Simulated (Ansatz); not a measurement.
Stepwise reaction of `[SH][Al]([SH])[Cl]` with hydrogen fluoride, as a gas-phase model of exchange steps in deposition or etching. ΔE in kJ/mol; ΔG adds harmonic PBE0-D4 terms to CCSD(T)/CBS, at 1 bar.

Computed with Ansatz on PBE0-D4/def2-TZVP structures; ΔE is electronic, products minus reactants. CCSD(T)/CBS is the MP2 limit (def2-TZVPP, def2-QZVPP) plus CCSD(T) − MP2 in def2-TZVPP, frozen cores. This one scheme is used for every species. DFT in def2-TZVPP. B3LYP here is the variant with VWN-RPA as its local correlation; programs differ in this. Each species was taken in one conformer, which may not be the lowest.

```tsv
step	reaction	PBE-D4	B3LYP-D4	ωB97M-V	CCSD(T)/CBS	ΔG(400 K)
1	`[SH][Al]([SH])[Cl]` + H–F → `[F][Al]([SH])[Cl]` + H₂S	-57.8	-70.5	-68.6	-64.8	-74.7
2	`[F][Al]([SH])[Cl]` + H–F → `[F][Al]([F])[Cl]` + H₂S	-53.0	-65.8	-63.5	-61.7	-68.1
```

(1) By hand: ΔE of the 2 steps together at CCSD(T)/CBS.

Answers

(1) (-64.8) + (-61.7) = -126.5 kJ/mol, or -63.2 kJ/mol a step.

In ΔE the steps differ by no more than 3.1 kJ/mol. All are downhill at CCSD(T)/CBS. ΔG lies between -74.7 and -68.1 kJ/mol a step. PBE-D4 differs from CCSD(T)/CBS by 7.0 to 8.7 kJ/mol a step. Isolated molecules leave out the surface, adducts and barriers. Largest T1 diagnostic: 0.012.
